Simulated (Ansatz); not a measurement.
BH$_{6}$NSn (`[BH2][SnH2][NH2]`), relaxed with RKS PBE-D4/def2-SVP in the Gaussian-basis code of Ansatz from a rough embedded geometry. The force threshold is 0.03 eV/Å; the program also tests the step.

Total charge 0; spin multiplicity 1. Sn takes the def2 core potential.

Start:

```xyz
9

B    -0.109   -0.774   -1.637
Sn    0.153   -0.422    0.481
N     0.210    1.607    0.800
H    -1.020   -0.408   -2.200
H     0.736   -1.407   -2.282
H     1.656   -1.166    1.044
H    -1.203   -1.135    1.363
H    -0.700    1.959    0.541
H     0.277    1.747    1.891
```

(1) How much energy does the relaxation release, and in how many steps? (An estimate is asked.)

(2) Which bonds change most? (Estimate.)

(3) Give the relaxed structure. (Estimate.)

Answers

(1) Computed: 0.34 eV, in 14 steps, 4 of them rejected.

(2) The calculation gave: B1–Sn2 from 2.163 to 2.254 Å; B1–H4 from 1.132 to 1.216 Å; N3–H9 from 1.102 to 1.030 Å; Sn2–H6 from 1.768 to 1.733 Å.

(3) Ansatz gave: 
```xyz
9

B    -0.095   -0.798   -1.707
Sn    0.192   -0.454    0.502
N     0.119    1.595    0.875
H    -0.561    0.068   -2.422
H     0.196   -1.870   -2.205
H     1.751   -0.930    1.090
H    -0.989   -1.378    1.411
H    -0.786    1.980    0.569
H     0.173    1.785    1.886
```
